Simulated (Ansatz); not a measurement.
# Worked example: BHF2 + CH8O4Si2 → B(OH)F2 + CH8O3Si2

Gas-phase species: BHF2 `FBF`, singlet; CH8O4Si2 `C[SiH](O)O[SiH](O)O`, singlet; B(OH)F2 (difluorohydroxyborane), singlet; CH8O3Si2 `C[SiH](O)O[SiH2]O`, singlet. The partners trade H for OH: B–H and Si–OH bonds give way to B–OH and Si–H.

Shapes, held fixed at every level: PBE0-D4/def2-TZVP. Flexible molecules stand in one conformer, not always the lowest. Programs: Ansatz 0.2.0. Electronic energies: no zero-point or thermal term.

At CCSD(T)/CBS estimate; 1 Eh = 2625.50 kJ/mol:

| species | energy (Eh) |
| --- | --- |
| BHF2 | -225.094270 |
| CH8O4Si2 | -922.009584 |
| B(OH)F2 | -300.337522 |
| CH8O3Si2 | -846.768971 |

Task: Work out ΔE of the reaction at this level.

Result: 
1. Products less reactants: (-300.337522) + (-846.768971) − [(-225.094270) + (-922.009584)] = -0.002639 Eh = -6.9 kJ/mol.

Other levels give -15.2 (PBE-D4/def2-TZVPP) to -7.5 kJ/mol (MP2/def2-TZVPP). No measured value is set beside it here. The CBS estimate extrapolates MP2 from def2-TZVPP and def2-QZVPP and adds CCSD(T) − MP2 in the triple-zeta set, cores frozen.
